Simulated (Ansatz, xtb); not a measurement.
Relative energy of two isomers of FHNOSi+

Structure I: the triplet with the links of `O=[N+]=[SiH]F`. Structure II: the triplet with the links of `O=[NH+][Si]F`. Both are isolated ions in the gas phase, relaxed with BLYP-D3(BJ)/def2-SVP; the shapes shown needn't be the lowest conformers.

I (Å):

```json
{"atom": "F", "x (Å)": "0.3497", "y (Å)": "1.1790", "z (Å)": "1.1879"}
{"atom": "N", "x (Å)": "-0.7277", "y (Å)": "-0.0043", "z (Å)": "-1.0224"}
{"atom": "O", "x (Å)": "-1.1069", "y (Å)": "-0.4971", "z (Å)": "-2.0489"}
{"atom": "Si", "x (Å)": "0.6146", "y (Å)": "0.8350", "z (Å)": "-0.3369"}
{"atom": "H", "x (Å)": "1.8933", "y (Å)": "1.2404", "z (Å)": "-0.9677"}
```

II (Å):

```xyz
5

F    -0.2236    0.5854   -1.3402
N    -0.5589   -1.9978   -1.8740
O    -0.4194   -3.1802   -2.2120
Si    0.7980   -0.5111   -1.9397
H    -1.5010   -1.7012   -1.4989
```

Problem. Which of the two would you expect CCSD(T)/def2-TZVPP electronic energies to favour?

Solution. Structure I; the calculation gives E(II) − E(I) = +6.6 kcal/mol.

The same difference at several levels:

| level | geometry | E(II) − E(I) (kcal/mol) | departure from the last row (kcal/mol) | job, with rough time for the two |
| --- | --- | --- | --- | --- |
| BLYP-D3(BJ)/def2-SVP | BLYP-D3(BJ)/def2-SVP | −1.1 | −7.7 | optimisation, 2.1 min |
| HF/def2-TZVPP | BLYP-D3(BJ)/def2-SVP | +1.9 | −4.7 | part of the CCSD(T) run |
| MP2/def2-TZVPP | BLYP-D3(BJ)/def2-SVP | +17.6 | +10.9 | part of the CCSD(T) run |
| CCSD(T)/def2-TZVPP | BLYP-D3(BJ)/def2-SVP | +6.6 |  | single point, 13 min |

As drawn, II has 1 N–Si, 1 N–H in place of 1 N=Si, 1 Si–H.

BLYP-D3(BJ)/def2-SVP puts the two in the other order. The largest departure from CCSD(T)/def2-TZVPP is that of MP2/def2-TZVPP, 10.9 kcal/mol. Levels run at GFN2-xTB geometries aren't shown. The triplet state of I needn't be its ground state. The triplet state of II needn't be its ground state.

With harmonic frequencies from BLYP-D3(BJ)/def2-SVP (ideal gas, rigid rotor, one conformer each, 298.15 K, 1 atm): the zero-point term adds +1.2 kcal/mol; ΔH is +7.9 and ΔG +7.6 kcal/mol.

Open shells are spin-unrestricted. The correlated steps freeze 8 core orbitals. Programs: Ansatz 0.2.0; the last row on 1 thread of AMD EPYC (Zen 3) on a shared host.
